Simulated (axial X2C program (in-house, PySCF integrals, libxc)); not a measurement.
**SbP⁺: properties at the nuclei**

Calculated with an axial X2C code built on PySCF integrals: two-component X2C with atomic mean-field Coulomb and Gaunt terms, Gaussian nuclei, basis Sb dyall-cv3z, P dyall-v3z with contracted cores.

R = 2.301 Å (near the PBE0 minimum at charge 1 of the determinant lowest at the starting distance; the state shown can have its own minimum elsewhere).

Determinant lowest in the PBE0 search, Ω = 3/2 (⟨Sz⟩ = 0.51, ⟨Lz⟩ = 0.99 at PBE0), spin on the atoms Sb 0.02, P 0.48:

```tsv
level	Eeff magnitude (GV/cm)	Ws magnitude Sb (kHz)	A∥/gI Sb (MHz)	qzz Sb (a.u.)	A∥/gI P (MHz)	qzz P (a.u.)
PBE0	0.643	0.191	452	-7.16	37.6	-1.60
HF	0.448	0.159	843	-8.18	-47.5	-1.26
PBE	0.53	0.14	339	-6.78	66.5	-1.61
r2SCAN	0.428	0.11	442	-6.98	62.4	-1.62
BHandHLYP	0.913	0.303	566	-7.34	17.2	-1.63
```

Eeff is the effective electric field on the electron electric dipole moment in this Ω state and Ws the scalar–pseudoscalar constant of the nucleus named (defined with the proton number Z and per Ω); A∥ (defined per Ω) follows by multiplying with gI = μI/(I μN); qzz is the electric field gradient, eQq0 = 234.96 MHz × Q/barn × qzz. The operators were transformed with the bare-nucleus X2C matrices; with these basis sets, hyperfine constants and field gradients can be off by tens of per cent, and where levels differ in sign neither size nor sign is settled.

Question: With Q(121Sb) = -0.543 barn (Q from Pyykkö, Mol. Phys. 2018), turn the PBE0 values of the first state into constants in MHz.

Answer: eQq0(121Sb) = 234.96 × (-0.543) × (-7.16) = 913 MHz.

Each state is one determinant with collinear spin. Unrestricted Hartree–Fock can overshoot spin polarisation at the nuclei. Where Eeff spreads by more than a factor of two the levels disagree and none is to be relied on. The search compared states at one distance, so a state with another bond length can lie lower. Further determinants of the search, some of them spin-mixed, are not shown. Where a field gradient or hyperfine factor spreads by more than a factor of two over the levels, a constant derived from it is not to be relied on.
